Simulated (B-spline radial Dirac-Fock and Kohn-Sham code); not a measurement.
ΔSCF core binding energies without Breit or QED terms, calculated with a radial atomic solver.

A sound run for neutral cesium in the configuration 1s2 2s2 2p6 3s2 3p6 3d10 4s2 4p6 4d10 5s2 5p6 6s1: The ground state converged in 11 iterations, with total energy -7786.77413 Ha, virial ratio 1.93907 and highest orbital energy -3.49 eV. ΔSCF binding energies: K (1s) 36119.7 eV, L3 (2p3/2) 5028.3 eV, M5 (3d5/2) 732.3 eV.

A second run, with one unsound setting: The ground state converged in 9 iterations, with total energy -7760.69216 Ha, virial ratio 1.92627 and highest orbital energy 264.32 eV. ΔSCF binding energies: K (1s) 36027.8 eV, L3 (2p3/2) 4942.0 eV, M5 (3d5/2) 651.6 eV.

```
iter   energy (Ha)        error
   1    -7760.34796808  1.87e+00
   2    -7760.66379618  7.52e-02
   3    -7760.68984991  2.40e-02
   4    -7760.69195502  8.03e-03
   5    -7760.69212819  2.38e-03
   6    -7760.69216048  1.72e-04
   7    -7760.69216079  1.78e-05
   8    -7760.69216080  1.48e-06
   9    -7760.69216080  6.29e-08
```

Task: Which fault fits the second run best?
A. speed of light below Z
B. tolerance below the noise
C. box too small
D. too few iterations

Result: C. The input had rmax = 2.0: rmax squeezes the outer orbitals.
